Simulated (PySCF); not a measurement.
Te(GeH3)(OSiH3) (GeH6OSiTe), SMILES [SiH3]O[Te][GeH3].

The structure is a stationary point at B3LYP-D3(BJ)/def2-SVP. The def2 effective core potentials stand for the cores of Te; spin–orbit coupling is left out. One conformer was computed; it need not be the lowest.

Two levels are set side by side: PBE/def2-TZVP (PySCF) and PBE0/def2-TZVP (PySCF). Same geometry, gas phase. Differences are taken from unrounded values.

| quantity | PBE |
|---|---|
| orbital gap (eV) | 2.18 |
| highest occupied level (eV) | -5.36 |
| lowest empty level (eV) | -3.17 |
| dipole moment (D) | 1.52 |
| mean polarisability (bohr³) | 104.4 |

These are the PBE values. What does PBE0 give? (Estimate from the structure and the level; the computed values follow.)


```
quantity                      PBE0  PBE minus PBE0
---------------------------  -----  --------------
orbital gap (eV)              4.12           -1.94
highest occupied level (eV)  -6.43            1.08
lowest empty level (eV)      -2.31           -0.86
dipole moment (D)             1.68           -0.16
mean polarisability (bohr³)  100.9             3.5
```

Without exact exchange PBE keeps part of each electron's self-repulsion, which lifts occupied levels and narrows the gap. Loosely held outer electrons make PBE densities more polarisable. Differences between two approximate levels are no errors against the true value.

Rough cost on one machine, each run with all the roots and properties that it gave: PBE0 against PBE within a factor of 2.
